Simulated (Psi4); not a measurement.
selenium atom (Se), triplet. Base run: R2SCAN/cc-pVDZ (Psi4).

The Psi4 input:
```
memory 2 GB

molecule {
0 3
Se    0.00000000    0.00000000    0.00000000
}

set {
  basis cc-pvdz
  reference uks
}

energy('r2scan')
print_variables()
```

Each row names what was changed in the base input (with any setting that the change needs).

```json
[
 {"change": "base", "ΔE vs base (µEh)": "0.0", "SCF cycles": "8", "grid points": "19782", "basis functions": "27", "outcome": "converged"},
 {"change": "soscf = true", "ΔE vs base (µEh)": "-", "SCF cycles": "-", "grid points": "-", "basis functions": "27", "outcome": "stopped with an error"},
 {"change": "guess = gwh", "ΔE vs base (µEh)": "0.0", "SCF cycles": "7", "grid points": "19782", "basis functions": "27", "outcome": "converged"},
 {"change": "dft_radial_scheme = mura", "ΔE vs base (µEh)": "1361", "SCF cycles": "8", "grid points": "20832", "basis functions": "27", "outcome": "converged"},
 {"change": "dft_spherical_points = 974", "ΔE vs base (µEh)": "0.5", "SCF cycles": "8", "grid points": "63310", "basis functions": "27", "outcome": "converged"},
 {"change": "dft_radial_scheme = multiexp", "ΔE vs base (µEh)": "1193", "SCF cycles": "8", "grid points": "22348", "basis functions": "27", "outcome": "converged"},
 {"change": "cholesky_tolerance = 1e-6 (with scf_type cd)", "ΔE vs base (µEh)": "51.3", "SCF cycles": "8", "grid points": "19782", "basis functions": "27", "outcome": "converged"},
 {"change": "dft_radial_points = 35", "ΔE vs base (µEh)": "-4416", "SCF cycles": "8", "grid points": "9362", "basis functions": "27", "outcome": "converged"},
 {"change": "diis_max_vecs = 15", "ΔE vs base (µEh)": "0.0", "SCF cycles": "8", "grid points": "19782", "basis functions": "27", "outcome": "converged"},
 {"change": "scf_type = cd", "ΔE vs base (µEh)": "-269", "SCF cycles": "8", "grid points": "19782", "basis functions": "27", "outcome": "converged"},
 {"change": "guess = sapgau", "ΔE vs base (µEh)": "0.0", "SCF cycles": "6", "grid points": "19782", "basis functions": "27", "outcome": "converged"},
 {"change": "dft_pruning_scheme = robust", "ΔE vs base (µEh)": "0.1", "SCF cycles": "8", "grid points": "12912", "basis functions": "27", "outcome": "converged"},
 {"change": "dft_spherical_points = 590", "ΔE vs base (µEh)": "0.5", "SCF cycles": "8", "grid points": "38350", "basis functions": "27", "outcome": "converged"}
]
```

Open shells are given as the SCF converged; they aren't shown to be the lowest states, and a large step between rows can be another state.

- soscf = true: ended with `Fatal Error: Vx: UKS does not support rotated V builds for MGGA's`
